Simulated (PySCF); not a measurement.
This PySCF input asks for the NMR shieldings of `C/C=C(/CCl)B(Cl)Cl`, C4H6BCl3; the geometry comes from GFN2-xTB.

```python
import basis_set_exchange as bse
import numpy as np
from pyscf import gto, dft
from pyscf.prop import nmr

atoms = """
C     2.009965   -0.602371   -0.026225
C     0.543937   -0.809208   -0.120583
C    -0.434602    0.111335   -0.083033
C    -1.850819   -0.380207   -0.226394
Cl   -2.653987   -0.334924    1.379327
B    -0.269383    1.649332    0.148367
Cl    1.070874    2.347309    0.968873
Cl   -1.499125    2.732548   -0.392574
H     2.295400    0.435873   -0.150377
H     2.513892   -1.211262   -0.775048
H     2.354795   -0.940769    0.951479
H     0.255962   -1.847529   -0.250928
H    -2.441264    0.262531   -0.877578
H    -1.896324   -1.413130   -0.567471
"""
names = dict.fromkeys(["C", "Cl", "B", "H"], "pcSseg-1")
basis = {el: gto.basis.parse(bse.get_basis(n, elements=[el], fmt="nwchem")) for el, n in names.items()}
mol = gto.M(atom=atoms, basis=basis, charge=0, verbose=0)
mf = dft.RKS(mol, xc="PBE0")
mf.grids.level = 2
mf.grids.alignment = dft.numint.BLKSIZE   # the property module wants whole blocks of grid points
mf.conv_tol = 1e-9
mf.kernel()

calc = nmr.RKS(mf)   # GIAO
C = mf.mo_coeff
Co = C[:, mf.mo_occ > 0]
resp = mf.gen_response(singlet=True, hermi=2)
def vind(x):   # induced exchange potential for any number of trial vectors
    d = np.einsum("pi,xij,qj->xpq", C, 2 * x.reshape(-1, C.shape[1], Co.shape[1]), Co, optimize=True)
    return np.einsum("xpq,pi,qj->xij", resp(d - d.transpose(0, 2, 1)), C, Co, optimize=True).ravel()
mo1, _ = nmr.rhf.solve_mo1(calc, with_cphf=vind)
sigma = calc.kernel(mo1)
for i, s in enumerate(sigma):   # ppm
    w = np.linalg.eigvalsh((s + s.T) / 2)
    print("%2d %-2s iso %8.1f  s11 %8.1f  s22 %8.1f  s33 %8.1f" % (i, mol.atom_pure_symbol(i), w.mean(), *w))
```

Q: Give the expected output.

A: 
```
 0 C  iso    164.8  s11    147.3  s22    167.4  s33    179.6
 1 C  iso     22.5  s11    -89.7  s22     15.2  s33    142.0
 2 C  iso     41.4  s11    -63.1  s22     33.2  s33    154.0
 3 C  iso    129.2  s11    109.9  s22    131.3  s33    146.2
 4 Cl iso    793.7  s11    572.6  s22    744.8  s33   1063.7
 5 B  iso     46.2  s11     19.3  s22     31.6  s33     87.6
 6 Cl iso    663.4  s11    400.5  s22    688.0  s33    901.7
 7 Cl iso    678.8  s11    395.5  s22    736.9  s33    904.1
 8 H  iso     28.6  s11     22.5  s22     29.3  s33     33.9
 9 H  iso     29.8  s11     25.6  s22     27.6  s33     36.3
10 H  iso     29.6  s11     26.3  s22     27.1  s33     35.3
11 H  iso     24.6  s11     21.2  s22     22.8  s33     29.8
12 H  iso     26.7  s11     23.5  s22     25.9  s33     30.7
13 H  iso     27.8  s11     22.9  s22     27.0  s33     33.6
```

These numbers come from an equivalent density-fitted implementation of the same equations, which agrees with the script to about 0.01 ppm for H and up to a few tenths of a ppm for heavy atoms, so last digits may differ.

Size and cost of the density-fitted run: 187 basis functions, 54 s wall time on 1 thread of an Arm Neoverse V1, shared host; peak memory 0.84 GiB.
